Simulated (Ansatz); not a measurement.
Nudged elastic band run: CH7FSiZn

The input (input.yaml):

```yaml
crystal:
  periodic: [false, false, false]
  atoms:
    - { symbol: Si, position_ang: [-0.305819, -2.102302, -0.382447] }
    - { symbol: H, position_ang: [0.58238, -1.57984, 0.717259] }
    - { symbol: H, position_ang: [0.238228, -1.644888, -1.708323] }
    - { symbol: H, position_ang: [-0.35701, -3.6031, -0.33857] }
    - { symbol: H, position_ang: [-1.687988, -1.536092, -0.2059] }
    - { symbol: Zn, position_ang: [0.850447, 1.039872, 1.059193] }
    - { symbol: C, position_ang: [-0.121437, 2.177479, -0.148475] }
    - { symbol: F, position_ang: [1.752963, 0.022893, 2.182781] }
    - { symbol: H, position_ang: [-1.21381, 2.05351, -0.007892] }
    - { symbol: H, position_ang: [0.136557, 3.239796, 0.033096] }
    - { symbol: H, position_ang: [0.125591, 1.932771, -1.200622] }
basis:
  gaussian: { orbitals: def2-SVP }
hamiltonian:
  xc: pbe
neb:
  order_check: false
  images: 7
  f_tol: 0.05
  max_iterations: 60
  final_atoms:
    - { symbol: Si, position_ang: [-0.84631986, -0.5267902, -0.48328937] }
    - { symbol: H, position_ang: [3.15073164, -1.84565099, 0.63937666] }
    - { symbol: H, position_ang: [0.53749053, -1.17634281, -0.49206346] }
    - { symbol: H, position_ang: [-1.59752434, -1.09594446, 0.68363505] }
    - { symbol: H, position_ang: [-1.49863374, -1.01028425, -1.7541424] }
    - { symbol: Zn, position_ang: [2.00953902, -0.96822216, 1.12858234] }
    - { symbol: C, position_ang: [-0.68039336, 1.34609343, -0.4353346] }
    - { symbol: F, position_ang: [0.86298071, 0.12106707, 1.95455195] }
    - { symbol: H, position_ang: [-0.10228506, 1.5996914, 0.47487409] }
    - { symbol: H, position_ang: [-1.67776118, 1.82741868, -0.38123464] }
    - { symbol: H, position_ang: [-0.15772237, 1.72906329, -1.33485564] }
  initial_path:
    images:
      - { positions_ang: [[-0.305819, -2.102302, -0.382447], [0.58238, -1.57984, 0.717259], [0.238228, -1.644888, -1.708323], [-0.35701, -3.6031, -0.33857], [-1.687988, -1.536092, -0.2059], [0.850447, 1.039872, 1.059193], [-0.121437, 2.177479, -0.148475], [1.752963, 0.022893, 2.182781], [-1.21381, 2.05351, -0.007892], [0.136557, 3.239796, 0.033096], [0.125591, 1.932771, -1.200622]] }
      - { positions_ang: [[-0.38255441, -1.85790589, -0.4648838], [0.69516827, -1.49324565, 0.58564414], [0.2408815, -1.61755245, -1.73524407], [-0.51267433, -3.213691, -0.16291716], [-1.74377031, -1.37354586, -0.5001572], [1.04313864, 0.89695125, 1.06702161], [-0.16615754, 1.86554699, -0.1370822], [1.73332904, 0.42056101, 2.23412859], [-0.99246881, 1.77691096, 0.24211799], [-0.16899509, 2.82838897, -0.09020686], [0.25420504, 1.76768069, -1.03832105]] }
      - { positions_ang: [[-0.45928982, -1.61350979, -0.54732059], [0.80795653, -1.4066513, 0.45402929], [0.24353501, -1.5902169, -1.76216514], [-0.66833866, -2.82428201, 0.01273568], [-1.79955262, -1.21099972, -0.79441439], [1.23583028, 0.7540305, 1.07485022], [-0.21087809, 1.55361497, -0.12568941], [1.71369509, 0.81822901, 2.28547617], [-0.77112763, 1.50031191, 0.49212797], [-0.47454718, 2.41698194, -0.21350972], [0.38281909, 1.60259037, -0.87602009]] }
      - { positions_ang: [[-0.53602523, -1.36911368, -0.62975739], [0.9207448, -1.32005696, 0.32241443], [0.24618851, -1.56288134, -1.7890862], [-0.82400299, -2.43487301, 0.18838852], [-1.85533493, -1.04845359, -1.08867159], [1.42852192, 0.61110976, 1.08267883], [-0.25559863, 1.24168296, -0.11429661], [1.69406113, 1.21589702, 2.33682376], [-0.54978644, 1.22371287, 0.74213796], [-0.78009928, 2.00557491, -0.33681258], [0.51143313, 1.43750006, -0.71371914]] }
      - { positions_ang: [[-0.61276064, -1.12471757, -0.71219418], [1.03353306, -1.23346261, 0.19079958], [0.24884202, -1.53554579, -1.81600727], [-0.97966732, -2.04546402, 0.36404136], [-1.91111724, -0.88590745, -1.38292879], [1.62121356, 0.46818901, 1.09050745], [-0.30031917, 0.92975095, -0.10290381], [1.67442718, 1.61356502, 2.38817134], [-0.32844525, 0.94711383, 0.99214795], [-1.08565137, 1.59416788, -0.46011543], [0.64004717, 1.27240975, -0.55141819]] }
      - { positions_ang: [[-0.67115044, -0.97523573, -0.65496798], [1.56283271, -1.3865097, 0.30294385], [0.32100414, -1.44574505, -1.48502132], [-1.13413157, -1.80808413, 0.44393978], [-1.80799637, -0.91700165, -1.47573219], [1.71829493, 0.10908622, 1.10002617], [-0.39533772, 1.03383657, -0.18601151], [1.47156556, 1.24044053, 2.2797665], [-0.2719052, 1.11025822, 0.86282948], [-1.23367882, 1.65248058, -0.44039523], [0.44060479, 1.38657313, -0.74727755]] }
      - { positions_ang: [[-0.72954025, -0.82575389, -0.59774177], [2.09213235, -1.5395568, 0.41508812], [0.39316627, -1.3559443, -1.15403537], [-1.28859583, -1.57070424, 0.5238382], [-1.70487549, -0.94809585, -1.56853559], [1.81537629, -0.25001657, 1.10954489], [-0.49035627, 1.13792219, -0.2691192], [1.26870394, 0.86731605, 2.17136165], [-0.21536515, 1.27340261, 0.73351102], [-1.38170627, 1.71079328, -0.42067503], [0.2411624, 1.50073652, -0.94313691]] }
      - { positions_ang: [[-0.78793005, -0.67627204, -0.54051557], [2.621432, -1.69260389, 0.52723239], [0.4653284, -1.26614356, -0.82304941], [-1.44306008, -1.33332435, 0.60373663], [-1.60175462, -0.97919005, -1.661339], [1.91245765, -0.60911937, 1.11906362], [-0.58537481, 1.24200781, -0.3522269], [1.06584233, 0.49419156, 2.0629568], [-0.15882511, 1.436547, 0.60419255], [-1.52973372, 1.76910598, -0.40095484], [0.04172002, 1.61489991, -1.13899627]] }
      - { positions_ang: [[-0.84631986, -0.5267902, -0.48328937], [3.15073164, -1.84565099, 0.63937666], [0.53749053, -1.17634281, -0.49206346], [-1.59752434, -1.09594446, 0.68363505], [-1.49863374, -1.01028425, -1.7541424], [2.00953902, -0.96822216, 1.12858234], [-0.68039336, 1.34609343, -0.4353346], [0.86298071, 0.12106707, 1.95455195], [-0.10228506, 1.5996914, 0.47487409], [-1.67776118, 1.82741868, -0.38123464], [-0.15772237, 1.72906329, -1.33485564]] }
```

Launched with:

```bash
$ ansatz run input.yaml --threads 2 --pin off --max-ram 3072MiB --backend cpu --events-out ev --progress --plain --runs-dir out
```

Output, in part (warnings, iteration lines, the closing report on the highest movable image, with atoms numbered from 0):

```
NEB end point (image 0): max|allowed force component| = 2.654e-2 eV/Å (the criterion of neb.relax_end_points is 1.000e-2)
NEB end point (image 8): max|allowed force component| = 1.477e-2 eV/Å (the criterion of neb.relax_end_points is 1.000e-2)
NEB iter   1: max|band force component| = 4.087e1 eV/Å  barrier→ = 14.2213 eV  barrier← = 14.4720 eV  Δτ_max = 0.2000 Å  (248 SCF iters)
NEB iter   2: max|band force component| = 1.173e1 eV/Å  barrier→ = 4.3327 eV  barrier← = 4.5834 eV  Δτ_max = 0.2000 Å  (231 SCF iters)
NEB iter   3: max|band force component| = 5.927e0 eV/Å  barrier→ = 3.1828 eV  barrier← = 3.4335 eV  Δτ_max = 0.1999 Å  (221 SCF iters)
NEB iter   4: max|band force component| = 1.692e0 eV/Å  barrier→ = 2.6089 eV  barrier← = 2.8596 eV  Δτ_max = 0.2000 Å  (207 SCF iters)
NEB iter   5: max|band force component| = 8.891e-1 eV/Å  barrier→ = 2.3060 eV  barrier← = 2.5567 eV  Δτ_max = 0.2000 Å  (208 SCF iters)
NEB iter   6: max|band force component| = 1.311e0 eV/Å  barrier→ = 2.1097 eV  barrier← = 2.3604 eV  Δτ_max = 0.1016 Å  (205 SCF iters)
NEB iter   7: max|band force component| = 9.311e-1 eV/Å  barrier→ = 1.9896 eV  barrier← = 2.2403 eV  Δτ_max = 0.1008 Å  (202 SCF iters)
NEB iter   8: max|band force component| = 6.261e-1 eV/Å  barrier→ = 1.9666 eV  barrier← = 2.2173 eV  Δτ_max = 0.1008 Å  (204 SCF iters)
NEB iter   9: max|band force component| = 7.772e-1 eV/Å  barrier→ = 1.8468 eV  barrier← = 2.0974 eV  CI = image 3  Δτ_max = 0.1011 Å  (202 SCF iters)
NEB iter  10: max|band force component| = 5.647e-1 eV/Å  barrier→ = 2.0573 eV  barrier← = 2.3080 eV  CI = image 3  Δτ_max = 0.2000 Å  (202 SCF iters)
NEB iter  11: max|band force component| = 5.778e-1 eV/Å  barrier→ = 2.2508 eV  barrier← = 2.5015 eV  CI = image 3  Δτ_max = 0.1991 Å  (198 SCF iters)
NEB iter  12: max|band force component| = 7.306e-1 eV/Å  barrier→ = 2.4900 eV  barrier← = 2.7406 eV  CI = image 3  Δτ_max = 0.0996 Å  (203 SCF iters)
NEB iter  13: max|band force component| = 6.154e-1 eV/Å  barrier→ = 2.4504 eV  barrier← = 2.7010 eV  CI = image 3  Δτ_max = 0.1969 Å  (201 SCF iters)
NEB iter  14: max|band force component| = 2.492e-1 eV/Å  barrier→ = 2.3556 eV  barrier← = 2.6063 eV  CI = image 3  Δτ_max = 0.2000 Å  (201 SCF iters)
NEB iter  15: max|band force component| = 5.173e-1 eV/Å  barrier→ = 2.3360 eV  barrier← = 2.5866 eV  CI = image 3  Δτ_max = 0.1015 Å  (197 SCF iters)
NEB iter  16: max|band force component| = 1.858e-1 eV/Å  barrier→ = 2.3211 eV  barrier← = 2.5718 eV  CI = image 3  Δτ_max = 0.2000 Å  (198 SCF iters)
NEB iter  17: max|band force component| = 1.430e-1 eV/Å  barrier→ = 2.3181 eV  barrier← = 2.5688 eV  CI = image 3  Δτ_max = 0.1972 Å  (200 SCF iters)
NEB iter  18: max|band force component| = 2.010e-1 eV/Å  barrier→ = 2.3159 eV  barrier← = 2.5665 eV  CI = image 3  Δτ_max = 0.0994 Å  (202 SCF iters)
NEB iter  19: max|band force component| = 2.802e-1 eV/Å  barrier→ = 2.3148 eV  barrier← = 2.5655 eV  CI = image 3  Δτ_max = 0.1012 Å  (204 SCF iters)
NEB iter  20: max|band force component| = 3.373e-1 eV/Å  barrier→ = 2.3141 eV  barrier← = 2.5648 eV  CI = image 3  Δτ_max = 0.1017 Å  (205 SCF iters)
NEB iter  21: max|band force component| = 3.626e-1 eV/Å  barrier→ = 2.3140 eV  barrier← = 2.5647 eV  CI = image 3  Δτ_max = 0.2000 Å  (199 SCF iters)
NEB iter  22: max|band force component| = 4.889e-1 eV/Å  barrier→ = 2.3139 eV  barrier← = 2.5646 eV  CI = image 3  Δτ_max = 0.1864 Å  (191 SCF iters)
NEB iter  23: max|band force component| = 5.417e-1 eV/Å  barrier→ = 2.3139 eV  barrier← = 2.5646 eV  CI = image 3  Δτ_max = 0.1012 Å  (203 SCF iters)
NEB iter  24: max|band force component| = 3.834e-1 eV/Å  barrier→ = 2.3139 eV  barrier← = 2.5645 eV  CI = image 3  Δτ_max = 0.2000 Å  (190 SCF iters)
NEB iter  25: max|band force component| = 2.948e-1 eV/Å  barrier→ = 2.3139 eV  barrier← = 2.5646 eV  CI = image 3  Δτ_max = 0.1995 Å  (195 SCF iters)
NEB iter  26: max|band force component| = 2.322e-1 eV/Å  barrier→ = 2.3139 eV  barrier← = 2.5646 eV  CI = image 3  Δτ_max = 0.1995 Å  (191 SCF iters)
NEB iter  27: max|band force component| = 2.310e-1 eV/Å  barrier→ = 2.3139 eV  barrier← = 2.5645 eV  CI = image 3  Δτ_max = 0.1927 Å  (188 SCF iters)
NEB iter  28: max|band force component| = 5.513e-1 eV/Å  barrier→ = 2.3139 eV  barrier← = 2.5645 eV  CI = image 3  Δτ_max = 0.1029 Å  (194 SCF iters)
NEB iter  29: max|band force component| = 2.152e-1 eV/Å  barrier→ = 2.3139 eV  barrier← = 2.5645 eV  CI = image 3  Δτ_max = 0.1405 Å  (187 SCF iters)
NEB iter  30: max|band force component| = 9.067e-2 eV/Å  barrier→ = 2.3139 eV  barrier← = 2.5645 eV  CI = image 3  Δτ_max = 0.2000 Å  (184 SCF iters)
NEB iter  31: max|band force component| = 4.658e-1 eV/Å  barrier→ = 2.3139 eV  barrier← = 2.5645 eV  CI = image 3  Δτ_max = 0.0997 Å  (190 SCF iters)
NEB iter  32: max|band force component| = 2.051e-1 eV/Å  barrier→ = 2.3139 eV  barrier← = 2.5645 eV  CI = image 3  Δτ_max = 0.1295 Å  (186 SCF iters)
NEB iter  33: max|band force component| = 8.659e-2 eV/Å  barrier→ = 2.3139 eV  barrier← = 2.5645 eV  CI = image 3  Δτ_max = 0.1979 Å  (178 SCF iters)
NEB iter  34: max|band force component| = 4.563e-1 eV/Å  barrier→ = 2.3139 eV  barrier← = 2.5645 eV  CI = image 3  Δτ_max = 0.1010 Å  (182 SCF iters)
NEB iter  35: max|band force component| = 2.013e-1 eV/Å  barrier→ = 2.3139 eV  barrier← = 2.5645 eV  CI = image 3  Δτ_max = 0.2000 Å  (179 SCF iters)
NEB iter  36: max|band force component| = 1.059e-1 eV/Å  barrier→ = 2.3139 eV  barrier← = 2.5645 eV  CI = image 3  Δτ_max = 0.1987 Å  (180 SCF iters)
NEB iter  37: max|band force component| = 1.023e-1 eV/Å  barrier→ = 2.3139 eV  barrier← = 2.5645 eV  CI = image 3  Δτ_max = 0.1900 Å  (178 SCF iters)
NEB iter  38: max|band force component| = 9.156e-2 eV/Å  barrier→ = 2.3139 eV  barrier← = 2.5645 eV  CI = image 3  Δτ_max = 0.1808 Å  (180 SCF iters)
NEB iter  39: max|band force component| = 1.200e-1 eV/Å  barrier→ = 2.3139 eV  barrier← = 2.5645 eV  CI = image 3  Δτ_max = 0.0908 Å  (181 SCF iters)
NEB iter  40: max|band force component| = 1.019e-1 eV/Å  barrier→ = 2.3139 eV  barrier← = 2.5645 eV  CI = image 3  Δτ_max = 0.0909 Å  (174 SCF iters)
NEB iter  41: max|band force component| = 6.801e-2 eV/Å  barrier→ = 2.3139 eV  barrier← = 2.5645 eV  CI = image 3  Δτ_max = 0.0744 Å  (174 SCF iters)
NEB iter  42: max|band force component| = 4.187e-2 eV/Å  barrier→ = 2.3139 eV  barrier← = 2.5645 eV  CI = image 3  Δτ_max = 0.0000 Å  (365 SCF iters)
Total energy: -60134.88470645 eV, -2209.9162520733 hartree
Atom 0 at    -0.502091    -1.098575    -0.726765 Å, force     0.000000    -0.000055    -0.000057 eV/Å
Atom 1 at     0.823981    -0.811330     0.458791 Å, force     0.000020     0.000030     0.000032 eV/Å
Atom 2 at     0.514416    -1.628580    -1.706315 Å, force    -0.000022     0.000028     0.000016 eV/Å
Atom 3 at    -1.061967    -2.160357     0.185855 Å, force    -0.000019    -0.000023     0.000001 eV/Å
Atom 4 at    -1.681768    -0.724725    -1.604440 Å, force     0.000032     0.000034     0.000040 eV/Å
Atom 5 at     1.283200     0.736242     1.275682 Å, force     0.000005    -0.000068    -0.000011 eV/Å
Atom 6 at    -0.404070     1.098751    -0.027972 Å, force    -0.000057     0.000047    -0.000010 eV/Å
Atom 7 at     2.487958     1.310828     2.440433 Å, force     0.000004     0.000029     0.000002 eV/Å
Atom 8 at    -0.819314     0.466132     0.770322 Å, force    -0.000003    -0.000014     0.000027 eV/Å
Atom 9 at    -1.063214     1.926823    -0.344560 Å, force    -0.000003    -0.000003    -0.000017 eV/Å
Atom 10 at     0.422969     0.884892    -0.720930 Å, force     0.000043    -0.000005    -0.000022 eV/Å
Dipole moment:    -0.416094     0.042351    -0.334657 e Å
```

The run converged. Neighbouring images differ by up to 2.1 eV, so the band resolves the path poorly. A vibrational analysis at the climbing image gives one clearly imaginary mode, 664i cm⁻¹: a first-order saddle point. The orbitals stay closed-shell, which can raise the energy where a bond breaks towards radicals; this wasn't checked here.

Final band (atoms are numbered from 1 in the order of the input):

```
image  path coordinate (Å)  energy (eV)  Si1–H2 (Å)  Zn6–C7 (Å)  Si1–C7 (Å)
    0                 0.00         0.00        1.51        1.92        4.29
    1                 2.08         0.01        1.51        1.92        4.23
    2                 4.16         0.17        1.51        1.92        3.52
    3                 6.24         2.31        1.80        2.16        2.31
    4                 7.52         0.31        2.54        2.82        1.92
    5                 8.81         0.05        3.24        3.09        1.91
    6                10.09        -0.08        3.82        3.55        1.89
    7                11.38        -0.17        4.17        3.90        1.88
    8                12.66        -0.25        4.36        3.88        1.88
```

The run took 9.2 min on 2 threads of Arm Neoverse V2, on a shared host, peak memory 0.16 GiB.
